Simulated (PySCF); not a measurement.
**Peak assignment**

Mapped SMILES: `[CH3:1][NH:2][Si@H:3]([CH3:4])[N:5]([CH3:6])[CH3:7]`. Each H is labelled by its parent atom.

No solvent, one computed conformer, one averaged value for each set of equivalent atoms, relativity neglected. Coordinates at the GFN2-xTB level; σ from GIAO-PBE0/pcSseg-1; PySCF 2.14.

δ = σ(ref) − σ, references computed at the same level: 13C (σref 186.93) and 1H (σref 31.72) vs TMS.

(1) Assign these signals to the numbered atoms. 13C{1H} NMR (computed): δ 39.7 (CH3), 29.3 (CH3), -1.7 (CH3).

(2) Assign these signals to the numbered atoms. 1H NMR (600 MHz, computed): δ 4.97 (q, 1H), 2.73 (s, 3H), 2.57 (s, 6H), 0.03 (d, 3H), -0.39 (br s, 1H).

Answers

(1) 
| δ (ppm) | atoms | environment | reason |
| --- | --- | --- | --- |
| 39.7 | C6/C7 | methyl carbon bonded to N | deshielded by the electronegative neighbour |
| 29.3 | C1 | methyl carbon bonded to N | – |
| -1.7 | C4 | methyl carbon bonded to Si | an electropositive neighbour leaves it electron-rich and shielded |

(2) 
```tsv
δ (ppm)	atoms	environment	reason
4.97	H(Si3)	hydrogen on a silicon bonded to C, 2 N	–
2.73	H(C1)	hydrogen on a methyl carbon bonded to N	its carbon carries N, hence the downfield position
2.57	H(C6)/H(C7)	hydrogen on a methyl carbon bonded to N	–
0.03	H(C4)	hydrogen on a methyl carbon bonded to Si	an electropositive neighbour shields it, as in TMS itself
-0.39	H(N2)	hydrogen on a nitrogen bonded to C, Si	exchangeable, gas-phase position
```

OH/NH shifts are gas-phase values; hydrogen bonding in solution moves them, usually downfield. Shifts are as computed. Against solution values, carbons near 30 ppm lie about +3 ppm off and those near 130 ppm about +5 ppm. Of 1309 compounds with measured shifts, 239 miss one by over three times the rms of a fit or turn the order of signals round; such compounds aren't used in these exercises. Multiplicities follow the n + 1 count of equivalent neighbours, as no J values were calculated; m marks all less simple cases, F and P coupling included.
